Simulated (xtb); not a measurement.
xtb input (GFN1-xTB):

```bash
xtb mol.xyz --gfn 1 --sp --chrg -1 --uhf 0
```
mol.xyz:
```
5

F      1.61414177    -0.75939650    -0.00912198
C      0.70663291     0.38027081    -0.03316302
C     -0.52663378    -0.12917789     0.01840335
F     -1.63954444     0.72176293     0.01129491
H     -0.85137075    -1.16785533     0.06900167
```

End of the output:

```
         :::::::::::::::::::::::::::::::::::::::::::::::::::::
         ::                     SUMMARY                     ::
         :::::::::::::::::::::::::::::::::::::::::::::::::::::
         :: total energy             -15.164434509060 Eh    ::
         :: gradient norm              0.019969560182 Eh/a0 ::
         :: HOMO-LUMO gap              4.282946367544 eV    ::
         ::.................................................::
         :: SCC energy               -15.234086989814 Eh    ::
         :: -> electrostatic           0.172318813084 Eh    ::
         :: repulsion energy           0.070456426303 Eh    ::
         :: dispersion energy         -0.000803945549 Eh    ::
         :: halogen bond corr.         0.000000000000 Eh    ::
         :: add. restraining           0.000000000000 Eh    ::
         :: total charge              -1.000000000000 e     ::
         :::::::::::::::::::::::::::::::::::::::::::::::::::::

           -------------------------------------------------
          |                Property Printout                |
           -------------------------------------------------

    * Orbital Energies and Occupations

         #    Occupation            Energy/Eh            Energy/eV
      -------------------------------------------------------------
         1        2.0000           -0.5935485             -16.1513
         2        2.0000           -0.5426034             -14.7650
         3        2.0000           -0.3826568             -10.4126
         4        2.0000           -0.3395299              -9.2391
         5        2.0000           -0.3291943              -8.9578
         6        2.0000           -0.3110884              -8.4651
         7        2.0000           -0.2925527              -7.9608
         8        2.0000           -0.2630144              -7.1570
         9        2.0000           -0.2600945              -7.0775
        10        2.0000           -0.2469157              -6.7189
        11        2.0000           -0.1509266              -4.1069
        12        2.0000           -0.1131198              -3.0781 (HOMO)
        13                          0.0442756               1.2048 (LUMO)
        14                          0.1339702               3.6455
        15                          0.1381533               3.7593
        16                          0.2935988               7.9892
        17                          0.5515159              15.0075
        18                          0.8345352              22.7089
Note: The following floating-point exceptions are signalling: IEEE_DENORMAL
normal termination of xtb
      -------------------------------------------------------------
                  HL-Gap            0.1573954 Eh            4.2829 eV
             Fermi-level           -0.0344221 Eh           -0.9367 eV

  Mulliken/CM5 charges         n(s)   n(p)   n(d)
     1F    -0.39815 -0.41563   1.880  5.518  0.000
     2C    -0.27150 -0.25907   1.435  2.837  0.000
     3C     0.11292  0.08327   1.031  2.856  0.000
     4F    -0.37810 -0.39990   1.859  5.519  0.000
     5H    -0.06516 -0.00867   1.065  0.000  0.000

Wiberg/Mayer (AO) data.
largest (>0.10) Wiberg bond orders for each atom

 ---------------------------------------------------------------------------
     #   Z sym  total        # sym  WBO       # sym  WBO       # sym  WBO
 ---------------------------------------------------------------------------
     1   9 F    0.906 --     2 C    0.825
     2   6 C    2.813 --     3 C    1.906     1 F    0.825
     3   6 C    3.750 --     2 C    1.906     5 H    0.960     4 F    0.833
     4   9 F    0.923 --     3 C    0.833
     5   1 H    1.021 --     3 C    0.960
 ---------------------------------------------------------------------------

Topologies differ in total number of bonds
Writing topology from bond orders to xtbtopo.mol

 dipole moment from electron density (au)
     X       Y       Z
  -0.8112  -0.6844   0.0482  total (Debye):    2.700

           -------------------------------------------------
          | TOTAL ENERGY              -15.164434509060 Eh   |
          | GRADIENT NORM               0.019969560182 Eh/α |
          | HOMO-LUMO GAP               4.282946367544 eV   |
           -------------------------------------------------

------------------------------------------------------------------------
------------------------------------------------------------------------
 total:
 SCF:
```

It need not be the lowest isomer of its formula. Whether it binds its extra electron was not tested at this geometry.
